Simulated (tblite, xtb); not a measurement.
C4H6Cl2N2Pd, charge -1, doublet, at the geometry of the source list (GFN-xTB shapes and energies of metal compounds can be far from the true ones) (the multiplicity is a formal guess). Base run: xtb with GFN1-xTB.

Geometry (Å):
```xyz
15

Pd    -0.0001    -0.0001    -0.0010
Cl     2.1249    -0.8742     0.0014
Cl    -2.1240     0.8743     0.0000
C      1.6831     4.1030     0.0002
C      1.1429     2.7807    -0.0001
N      0.7064     1.7168     0.0002
H      2.1521     4.3055    -0.9626
H      2.4295     4.1920     0.7894
H      0.8837     4.8237     0.1725
C     -1.6834    -4.1029     0.0010
C     -1.1424    -2.7810    -0.0007
N     -0.7069    -1.7167    -0.0017
H     -2.5860    -4.1270     0.6117
H     -0.9491    -4.7976     0.4088
H     -1.9309    -4.3966    -1.0191
```
Charge -1, spin multiplicity 2.
All else is at xtb's defaults.
Base energy -31.26730 Eh.

Programs used: tblite, xtb; a row that names a program was run with it.

The base run was repeated with changes; each row names its change, and settings that it needs were set with it.

```
change                                                         ΔE vs base (mEh)  SCF cycles
-------------------------------------------------------------  ----------------  ----------
base                                                                      0.000          18
acc = 0.0001                                                              0.000          24
program = tblite; method = gfn1; option = (--alpb, water)               -95.947           -
etemp = 1000                                                             -2.485          13
etemp = 5000                                                            -26.656          13
acc = 1000                                                                0.001          13
alpb = thf                                                              -93.672          17
program = tblite; method = gfn1; option = (--efield, 0,0,0.1)            -0.165           -
```

ALPB and GBSA are two models with their own fitted parameters for each solvent, which aren't always the measured dielectric constant.
